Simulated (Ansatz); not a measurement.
`C[S][GeH2][CH3]` → `CSC` + `[GeH2]` at 298.15 K and 1 bar (germylene formation by 1,1-elimination).

Computed with Ansatz on PBE0-D4/def2-TZVP structures; ΔE is electronic, products minus reactants. CCSD(T)/CBS adds triple-zeta CCSD(T) − MP2 to the extrapolated MP2 energy (def2 sets, frozen cores). For Ge outer-core shells are correlated without core-valence functions, which leaves a few kJ/mol of doubt a bond. Scalar relativity is left out up to krypton. One conformer a species, not always the lowest.

```tsv
species	CCSD(T)/CBS energy (Eh)	H − E (kJ/mol)	S (J/(mol·K))
`C[S][GeH2][CH3]`	-2554.83183	262.6	364.3
`CSC`	-477.48821	214.0	283.0
`[GeH2]`	-2077.24753	38.7	220.4
```

H − E and S are ideal-gas, rigid-rotor, harmonic terms from PBE0-D4/def2-TZVP, for one conformer and one mirror image of each species. 1 Eh = 2625.50 kJ/mol, R = 8.31446 J/(mol·K).

Task: By hand: ΔE, ΔH, ΔS and ΔG.

Result: ΔE = (-477.48821) + (-2077.24753) − (-2554.83183) = 0.09609 Eh = 252.3 kJ/mol. Δ(H − E) = 214.0 + 38.7 − 262.6 = -9.9, so ΔH = 242.4 kJ/mol. ΔS = 283.0 + 220.4 − 364.3 = 139.1 J/(mol·K). ΔG = 242.4 − 298.15 × (139.1)/1000 = 200.9 kJ/mol.

Task: By hand: the equilibrium constant, and the temperature at which ΔG would vanish if ΔH and ΔS stayed fixed.

Result: log₁₀ K = −ΔG/(RT ln 10) = -35.2. ΔG = 0 at ΔH/ΔS = 1743 K.

The number of gas molecules changes by +1, which sets the sign of ΔS. A doubt of 5 kJ/mol in ΔE shifts log₁₀ K by 0.9 here. Other conformers and mirror images would add mixing entropy, several J/(mol·K) or more a flexible species. Modes under 60 cm⁻¹, often nearly free rotors, make the harmonic entropy too high. These are equilibria of isolated gas molecules and say nothing of rates. Largest T1 diagnostic: 0.012 (customary marks: 0.02 for closed shells, 0.045 for open ones).
